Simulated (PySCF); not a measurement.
Z-matrix (Å, degrees):
```
C
C 1 1.3327
H 1 1.0898 2 120.34
H 2 1.0909 1 117.62 3 -179.25
C 1 1.4938 3 114.84 2 -179.04
H 5 1.0946 1 109.92 3 -64.04
H 5 1.0984 6 107.58 1 119.75
O 5 1.4143 6 105.42 7 119.30
H 8 0.9613 5 107.82 6 177.07
Si 2 1.8574 4 119.02 1 179.62
H 10 1.4866 2 108.98 4 178.78
H 10 1.4884 11 109.29 3 -120.46
H 10 1.4886 11 109.37 12 -117.46
```
Charge 0, multiplicity 1.

Task: What is the computed HOMO–LUMO gap, LUMO, total energy, HOMO and dipole moment (ωB97X-D3(BJ)/def2-TZVP // PBE0-D3(BJ)/def2-TZVP in PySCF)?

Result: 
| Quantity | Value |
|---|---|
| HOMO–LUMO gap | 11.74 eV |
| LUMO | 1.55 eV |
| total energy | -484.0021 Ha |
| HOMO | -10.20 eV |
| dipole moment | 0.223 e·Å |
